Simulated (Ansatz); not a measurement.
Reaction (ligand exchange at the Al–Br bond): `[F][Al]([Cl])[Br]` + `N=C=O` → `O=C=[N][Al]([F])[Cl]` + HBr

Isolated molecules relaxed with PBE0-D4/def2-TZVP in Ansatz; ΔE leaves out vibrations. CBS: MP2 limit from def2 TZ/QZ plus the TZ coupled-cluster correction, frozen cores. This one scheme is used for every species. Functionals use def2-TZVPP. For Br outer-core shells are correlated without core-valence functions, which leaves a few kJ/mol of doubt a bond. Scalar relativity is left out up to krypton. Each species was taken in one conformer, which may not be the lowest.

| level | ΔE (kcal/mol) |
| --- | --- |
| r2SCAN0-D4 | 4.0 |
| ωB97M-V | 3.9 |
| PBE0 | 4.8 |
| r2SCAN0 | 4.1 |

Task: What does CCSD(T)/CBS give? (Estimate.)

Result: The calculation gave: +4.1 kcal/mol. The listed levels differ from it by -0.1, -0.2, 0.7, 0.0 kcal/mol.

Largest T1 diagnostic among the species: 0.018.

In def2-TZVPP, CCSD(T) changes the Hartree–Fock value by +1.1 kcal/mol (the triples alone add +0.4 kcal/mol) and MP2 by +1.6 kcal/mol. Leaving LDA and LC-ωPBE aside and taking each functional with its dispersion term where it has one, the values, not all of them listed here, spread over 3.1 kcal/mol, from CAM-B3LYP-D4 to PBE-D4. LDA lies −0.8 kcal/mol from PBE without D4.
